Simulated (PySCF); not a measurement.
CH2NO (SMILES N[C]=O), doublet, geometry from GFN2-xTB. Base run: M06/aug-cc-pVDZ run with PySCF.

Geometry (Å):
```xyz
5

O     -0.2624     1.2079    -0.0140
C     -0.4147     0.0168     0.0006
N      0.4349    -0.9938     0.0111
H      0.0950    -1.9399     0.0231
H      1.4482    -0.8678     0.0076
```
Charge 0, spin multiplicity 2.
Orbitals are unrestricted.
All else is at PySCF's defaults.
Base energy -169.16533 Eh.

Variants of this job, named by their change:

```csv
change,ΔE vs base (µEh),grid points,electrons on the grid
base,0.0,61720,23.00000
"grids.atom_grid = (50, 194)",-35.0,32672,22.99999
grids.level = 7,1.3,358464,23.00000
"grids.atom_grid = (99, 590)",0.3,159504,23.00000
grids.radi_method = gauss_chebyshev,7.1,60464,23.00000
grids.becke_scheme = stratmann,-2.9,61720,23.00000
grids.radi_method = mura_knowles,0.5,58912,23.00000
small_rho_cutoff = 0,0.0,61720,23.00000
grids.prune = dft.gen_grid.treutler_prune,41.5,53728,23.00000
grids.level = 1,-319,20424,22.99995
"grids.atom_grid = (75, 302)",0.3,71784,23.00000
```

Open shells are given as the SCF converged; they aren't shown to be the lowest states, and a large step between rows can be another state.
